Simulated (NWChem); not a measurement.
BH, singlet; SMILES [BH]

```xyz
2

B      0.0000     0.0000     0.2379
H      0.0000     0.0000    -1.0144
```
Atoms are numbered in this order, from 1.

Results from NWChem. Pople sets run with spherical d functions. Low-valent species are run as closed-shell singlets; no triplet was tried in these runs. Structure relaxed at the PBE0/def2-SVP level. Core excitations by TDA in a window of 1s orbitals, non-relativistic and unshifted: absolute energies depend strongly on the exact-exchange share.

### Question
Estimate the computed values for B K edge, PBE/6-311G**. Quantities: first 1s excitation (eV); dipole oscillator strength of the first; first state with f > 0.002 (eV); dipole oscillator strength of that state.

### Answer
```yaml
first 1s excitation (eV): 176.5
dipole_oscillator_strength_of_the_first: 0.0566
first state with f > 0.002 (eV): 176.5
dipole_oscillator_strength_of_that_state: 0.0566
```
